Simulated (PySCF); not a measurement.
# Computed properties of 1,3-dichlorobuta-1,2-diene (C4H4Cl2), SMILES CC(Cl)=C=CCl

C4H4Cl2, SMILES CC(Cl)=C=CCl. Coordinates come from a B3LYP-D3(BJ)/def2-SVP optimisation. One conformer was computed; it need not be the lowest. All values are computed for the isolated molecule unless a solvent is named; none is compared with measurement here.

**Structure.** All 24 harmonic modes at B3LYP-D3(BJ)/def2-SVP (PySCF) are real, so it is a minimum. With heavy atoms numbered as in [CH3:1][C:2]([Cl:3])=[C:4]=[CH:5][Cl:6], the shortest bond between them is C4–C5 at 1.306 Å and the longest C2–Cl3 at 1.768 Å.

**Vibrations.** The strongest infrared lines (harmonic, unscaled, degenerate partners summed) lie at 2069 cm⁻¹ (132 km/mol, C 99 %), 753 cm⁻¹ (114 km/mol, C 75 %, Cl 17 %), 1097 cm⁻¹ (76 km/mol, C 62 %, H 38 %). The softest mode is at 91 cm⁻¹ and the zero-point energy is 41.5 kcal/mol.

**Electronic structure.** HF/def2-TZVP (PySCF) places the frontier levels at -10.22 and 2.99 eV, a gap of 13.21 eV, and gives a dipole moment of 2.15 D and a mean polarisability of 76.5 bohr³. PBE/def2-TZVP (PySCF) at the same geometry gives -6.43 and -1.93 eV, so its gap is 8.71 eV narrower. An orbital gap is neither the optical nor the fundamental gap.

**Excitations.** TDDFT-M06-2X/def2-SVPD (PySCF) has S1 at 4.88 eV (254 nm, f = 0.000, dark); the most intense of the 10 singlets computed lies at 6.79 eV (f = 1.02). T1 (TDA) is at 4.27 eV. TDDFT-PBE/def2-SVPD (PySCF) puts S1 at 4.63 eV. No vertical singlet excitation falls in the visible range (under 3.1 eV).

**NMR.** GIAO shifts at HF/pcSseg-1 (PySCF) (non-relativistic, atoms alike by connectivity averaged): ¹³C from 26.5 to 218.7 ppm against TMS; ¹H from 2.5 to 6.6 ppm against TMS. Without spin–orbit terms, shifts of atoms bonded to Cl or Br come out too high.

**Solvation.** SMD-ωB97X/def2-SVP (PySCF) gives 0.0 kcal/mol in water, -4.3 kcal/mol in N,N-dimethylformamide, -4.7 kcal/mol in ethanol (1 M in both phases, gas-phase geometry).
